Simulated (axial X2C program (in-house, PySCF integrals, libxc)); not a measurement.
What spin–orbit coupling does to HfB⁺

Computed with an in-house relativistic program for diatomic molecules. Spin-free means the one-electron spin-free X2C Hamiltonian; two-component (2c) means X2C with spin–orbit coupling and atomic mean-field two-electron Coulomb and Gaunt terms, so the difference of the two also holds small scalar two-electron terms. Basis: Hf dyall-cv3z [13s14p9d7f4g], B dyall-v3z [7s6p2d1f] (cores contracted in-house); Gaussian nuclei, density fitting, unrestricted open shells. Masses: Hf 179.947 u, B 11.009 u.

Spin-free state: M_S = 2, Λ = 0 (beyond evenly filled blocks: 2 × σα, π+α, π-α); fragments Hf+ + B.

| level | Re (Å) | ωe (cm⁻¹) | μ (D) |
| --- | --- | --- | --- |
| PBE0 | 2.108 | 650.1 | -1.75 |
| PBE50 | 2.097 | 661.7 | -2.12 |

Dipoles are positive if B is the positive end and refer to the centre of mass.

Two-component determinant lowest at the distance of the search:

Ω = 2 (⟨Sz⟩ = 1.98, ⟨Lz⟩ = 0.02 at PBE0); fragments Hf+ + B.

```csv
level,Re (Å),ωe (cm⁻¹),μ (D)
PBE0,2.106,648.2,-1.72
PBE50,2.095,659.8,-2.09
```

From the two tables, how do the constants change at the PBE0 level (2c against spin-free)?

At the PBE0 level Re goes down by 0.002 Å and ωe drops by 1.9 cm⁻¹.

The state is one determinant whose occupation by symmetry is held fixed; it was picked as the lowest of a PBE0 search that is not exhaustive. De is not given where an atomic determinant may have missed its ground term or J level, or where the truncated virtual space spoils (T). Density functionals use the spin component along the axis (collinear). Other states lie close and PBE0, whose exact exchange favours high spin, may order them wrongly; the determinant shown need not be the ground state. The nearest other spin-free determinant of the search, M_S = 1, Λ = 1, lies 0.93 eV up at the distance of the search. Without a current term, density functionals place determinants with orbital angular momentum somewhat too high. Where the spin of this state cannot come from the lowest atoms of a level, the curve heads to a higher limit and no De is given. With several unpaired electrons one determinant need not be a pure state. Open-shell Ω = 0 determinants with evenly filled partner blocks cannot be reached by this program, so the Ω shown need not be the lowest component.
